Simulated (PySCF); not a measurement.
One ligand Y is varied and pulled off as a radical: Zn(OH)1–Y. All species are isolated molecules in the gas phase. One relaxed conformer stands for each flexible species; it need not be the lowest. Multiplicities are imposed; where one is given, others were not computed. Strings in code marks are SMILES.

The HOMO–LUMO gap from two functionals at the same geometries (PBE-D3(BJ)/def2-SVP), both in PySCF: PBE-D3(BJ)/def2-TZVP and B3LYP-D3(BJ)/def2-TZVP. B3LYP has the VWN-RPA correlation part, as in Gaussian. 

| species | PBE-D3(BJ)/def2-TZVP (eV) |
|---|---|
| Y = Cl ([Zn(OH)(Cl)]) | 4.64 |
| Y = F | 4.64 |
| Y = Br ([Zn(OH)(Br)]) | 4.50 |
| Y = OH ([Zn(OH)2]) | 4.72 |
| Y = NH2 ([Zn(OH)(NH2)]) | 4.24 |

Problem. What does B3LYP-D3(BJ)/def2-TZVP give for each?

Solution. 
- Y = Cl ([Zn(OH)(Cl)]): 6.54
- Y = F: 6.62
- Y = Br ([Zn(OH)(Br)]): 6.25
- Y = OH ([Zn(OH)2]): 6.64
- Y = NH2 ([Zn(OH)(NH2)]): 5.85
Over these rows, drawn at random from the members with no instability flagged (it was tested for open shells, ions and some series alone), PBE minus B3LYP-D3(BJ): mean -1.83 eV, from -1.98 eV to -1.61 eV.
